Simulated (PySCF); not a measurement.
PySCF input for TaF₅, SMILES [F][Ta]([F])([F])([F])[F], multiplicity 1, r2SCAN-D4/def2-SVP. Geometry optimised at r2SCAN-D4/def2-SVP. The multiplicity is an assumed one; other spin states were not compared. The isomer is the one that the SMILES or the coordinates give; other isomers of the formula were not compared. The def2 effective core potentials stand for the cores of Ta; spin–orbit coupling is left out.

```python
import numpy as np
from pyscf import gto, scf, dft
from pyscf.hessian import thermo

mol = gto.M(
    atom='''
    Ta   -0.00000000    0.00000000   -0.00000000
    F    -0.00000001    0.00000000    1.88715433
    F     0.00000001   -0.00000000   -1.88715433
    F    -1.85913309    0.00000000   -0.00000001
    F     0.92956655    1.61005649    0.00000000
    F     0.92956655   -1.61005649    0.00000001
    ''',
    basis='def2-SVP',
    ecp={'Ta': 'def2-svp'},
    charge=0,
    spin=0,
    max_memory=1600,
    verbose=3,
)
mf = dft.RKS(mol, xc='r2scan').density_fit(auxbasis='def2-universal-jkfit')
mf.disp = 'd4'
mf.grids.level = 4
mf.conv_tol = 1e-11
mf.max_cycle = 100
mf.kernel()

# [left out here: the lines that compute and print the analytic Hessian (its translational invariance restored by hand, since the grid's response is missing), thermochemistry and intensities]
```

Output:

```
converged SCF energy = -556.02388202743

WARN: MGGA Hessian is sensitive to dft grids. grids.level 4 may not be dense enough.


WARN: DFTD4 does not support analytical Hessian, using finite difference.


WARN: Mole.unit (angstrom) is changed to Bohr

Mode                                 0                   1                   2
Irrep
Freq [cm^-1]                       99.0188             99.0454            195.9985
Reduced mass [au]                  19.1383             19.1365             22.8692
Force const [Dyne/A]                0.1106              0.1106              0.5176
Char temp [K]                     142.4660            142.5043            281.9981
Normal mode                   x     y     z       x     y     z       x     y     z
       0  Ta                -0.00  0.01  0.00    0.01  0.00 -0.00   -0.00  0.03  0.00
       1   F                 0.00 -0.12 -0.00   -0.12 -0.00  0.00    0.00 -0.09 -0.00
       2   F                 0.00 -0.12  0.00   -0.12 -0.00 -0.00    0.00 -0.09  0.00
       3   F                -0.00  0.12 -0.00    0.00  0.00  0.00   -0.00 -0.13  0.00
       4   F                -0.05  0.03 -0.00    0.09 -0.05  0.00    0.07 -0.00  0.00
       5   F                 0.05  0.03 -0.00    0.09  0.05  0.00   -0.07 -0.00 -0.00
Mode                                 3                   4                   5
Irrep
Freq [cm^-1]                      196.0790            239.1540            278.7888
Reduced mass [au]                  22.8728             22.3207             18.9984
Force const [Dyne/A]                0.5181              0.7522              0.8700
Char temp [K]                     282.1140            344.0894            401.1150
Normal mode                   x     y     z       x     y     z       x     y     z
       0  Ta                -0.03 -0.00 -0.00   -0.00 -0.00  0.03    0.00 -0.00 -0.00
       1   F                 0.09  0.00 -0.00   -0.00  0.00  0.03    0.00  0.11  0.00
       2   F                 0.09  0.00  0.00    0.00  0.00  0.03   -0.00 -0.11  0.00
       3   F                -0.04  0.00  0.00    0.00 -0.00 -0.12    0.00  0.00 -0.00
       4   F                 0.09 -0.07  0.00    0.00 -0.00 -0.12   -0.00  0.00  0.12
       5   F                 0.09  0.07 -0.00    0.00  0.00 -0.12    0.00 -0.00 -0.12
Mode                                 6                   7                   8
Irrep
Freq [cm^-1]                      279.0852            670.6168            689.9536
Reduced mass [au]                  18.9984             18.9984             22.5972
Force const [Dyne/A]                0.8719              5.0340              6.3379
Char temp [K]                     401.5415            964.8683            992.6897
Normal mode                   x     y     z       x     y     z       x     y     z
       0  Ta                 0.00  0.00  0.00    0.00  0.00  0.00    0.00 -0.00 -0.03
       1   F                 0.11 -0.00  0.00   -0.00  0.00 -0.13    0.00 -0.00  0.15
       2   F                -0.11  0.00  0.00   -0.00  0.00  0.13   -0.00  0.00  0.15
       3   F                 0.00 -0.00 -0.14   -0.07 -0.00 -0.00   -0.00 -0.00  0.00
       4   F                 0.00 -0.00  0.07    0.04  0.06 -0.00    0.00  0.00  0.00
       5   F                -0.00  0.00  0.07    0.04 -0.06 -0.00    0.00 -0.00  0.00
Mode                                 9                  10                  11
Irrep
Freq [cm^-1]                      724.7158            724.7380            734.5548
Reduced mass [au]                  21.8759             21.8749             18.9984
Force const [Dyne/A]                6.7694              6.7695              6.0397
Char temp [K]                    1042.7047           1042.7366           1056.8608
Normal mode                   x     y     z       x     y     z       x     y     z
       0  Ta                -0.00  0.03 -0.00    0.03  0.00  0.00    0.00 -0.00  0.00
       1   F                -0.00  0.00  0.00    0.00  0.00 -0.00    0.00  0.00  0.09
       2   F                -0.00  0.00 -0.00    0.00  0.00  0.00    0.00 -0.00 -0.09
       3   F                 0.00 -0.01  0.00   -0.17 -0.00 -0.00   -0.11  0.00 -0.00
       4   F                -0.07 -0.13  0.00   -0.05 -0.07 -0.00    0.05  0.09  0.00
       5   F                 0.07 -0.13  0.00   -0.05  0.07 -0.00    0.05 -0.09  0.00
temperature 298.1500 [K]
pressure 101325.00 [Pa]
Rotational constants [GHz] 2.56542 2.16142 2.16142
Symmetry number 6
Zero-point energy (ZPE) 0.01124 [Eh]   29498.408 [J/mol]
                           tot       elec      trans        rot        vib
Entropy [J/mol/K]       353.672      0.000    178.839    100.940     73.893
Cv [J/mol/K]             95.489      0.000     12.472     12.472     70.546
Cp [J/mol/K]            103.804      0.000     20.786     12.472     70.546
Internal energy [J/mol]                      3718.434   3718.434  41446.037
Internal energy [Eh]   -556.00526  -556.02388
Enthalpy [J/mol]                             6197.391   3718.434  41446.037
Enthalpy [Eh]          -556.00432
Gibbs free energy [J/mol]                  -47123.458 -26376.698  19414.693
Gibbs free energy [Eh] -556.04448
mode   freq/cm-1   IR/(km/mol)
   1       99.02         4.263
   2       99.05         4.238
   3      196.00        25.494
   4      196.08        25.541
   5      239.15        26.379
   6      278.79         0.000
   7      279.09         0.000
   8      670.62         0.000
   9      689.95       257.385
  10      724.72       150.142
  11      724.74       150.121
  12      734.55         0.001
max |gradient| / (hartree/bohr): 0.00022492389081969443
APT charges: [ 3.3087 -0.7235 -0.7235 -0.6192 -0.6192 -0.6192]
```

The calculation finished and met its thresholds.

Cost: around 4 core-minutes (rough).
